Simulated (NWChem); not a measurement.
Molecule: CH₅InO; SMILES [CH3][InH][OH]

```xyz
8

In    -0.2504     0.0477     0.0009
H     -1.9194     0.5082     0.0058
C      0.7810    -1.8356    -0.0015
H      0.5727    -2.3845     0.9286
H      1.8609    -1.6495    -0.0782
H      0.4547    -2.4562    -0.8486
O      1.0614     1.5719    -0.0012
H      0.6446     2.4401     0.0035
```
Atoms are numbered in this order, from 1.

Program: NWChem. STO-3G and 3-21G are far too small for this property and stand as cheap habits. Structure relaxed at the PBE0/def2-SVP level. def2 effective core potentials on In; no spin-orbit coupling. Field at 589 nm.

```csv
level,isotropic polarisability (bohr³),anisotropy (bohr³)
"B3LYP/STO-3G (all-electron, non-relativistic)",(withheld),(withheld)
B3LYP/def2-SVP (core potentials),48.5,22.3
B3LYP/def2-SVPD (core potentials),58.8,23.7
```

Task: Fill in the missing entries.

Result: 
- B3LYP/STO-3G (all-electron, non-relativistic), isotropic polarisability (bohr³): 26.6
- B3LYP/STO-3G (all-electron, non-relativistic), anisotropy (bohr³): 13.9
